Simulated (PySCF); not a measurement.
**S (sulfur, neutral) across methods**

[Ne] 3s2 3p4, high-spin 3P determinant. Calculation: PySCF 2.14, in x2c-QZVPPall; scalar relativity by spin-free X2C-1e. The B2PLYP total includes its PT2 part (frozen core); its orbital energies are those of the SCF part.

| method | E (hartree) | mean ε 3s β (eV) | mean ε 3p α (eV) | mean ε 3p β (eV) | Σ⟨r²⟩ (bohr²) | ⟨S²⟩ |
| --- | --- | --- | --- | --- | --- | --- |
| B2PLYP | -399.0966 | -19.016 | -10.277 | -8.476 | 29.08 | 2.007 |
| UHF | -398.59771 | -21.178 | -12.582 | -10.306 | 29.08 | 2.013 |
| wB97M-V | -399.1870 | -20.353 | -11.170 | -9.624 | 29.29 | 2.003 |
| PBE | -399.0474 | -15.917 | -7.673 | -6.126 | 29.10 | 2.004 |
| r2SCAN | -399.1875 | -16.024 | -8.105 | -6.404 | 28.91 | 2.008 |
| PBE0 | -399.0785 | -17.537 | -9.080 | -7.395 | 28.93 | 2.005 |
| B3LYP | -399.2393 | -17.368 | -8.711 | -7.187 | 29.11 | 2.004 |
| revPBE | -399.1511 | -15.833 | -7.650 | -6.109 | 29.05 | 2.005 |

(1) Estimate the same row for LDA.

## Answers

(1) E (hartree) = -397.8227; mean ε 3s β (eV) = -16.149; mean ε 3p α (eV) = -7.718; mean ε 3p β (eV) = -6.139; Σ⟨r²⟩ (bohr²) = 29.22; ⟨S²⟩ = 2.002.
